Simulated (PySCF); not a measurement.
Interval between two levels of Ru by level of theory

Ru [Kr] 4d7 5s1 [5F5, M_J = 5] → Ru [Kr] 4d6 5s1 5p1 [7F6, M_J = 6], as a difference of total energies. Calculation: PySCF 2.14, in x2c-TZVPall-2c with one added diffuse shell each of s, p, d type (9s10p8d1f, 86 functions); the two-component X2C-1e Hamiltonian. Correlated levels: [Ar] 3d10 frozen; the 6 highest virtual spinors dropped. "Screened" scales the spin-orbit matrix elements by Boettger's factors to mimic the two-electron term; Breit and QED terms are absent.

```
                    method  interval between two levels (cm⁻¹)
           GHF (spin-free)                               15967
          GMP2 (spin-free)                               24201
 GHF (screened spin-orbit)                               16693
GMP2 (screened spin-orbit)                               24986
```

The labels give the starting determinants; with spin-orbit coupling the two ends relaxed to ⟨J²⟩ = 30.01, ⟨L²⟩ = 12.09, ⟨S²⟩ = 5.98 and ⟨J²⟩ = 42.01, ⟨L²⟩ = 12.09, ⟨S²⟩ = 11.96.
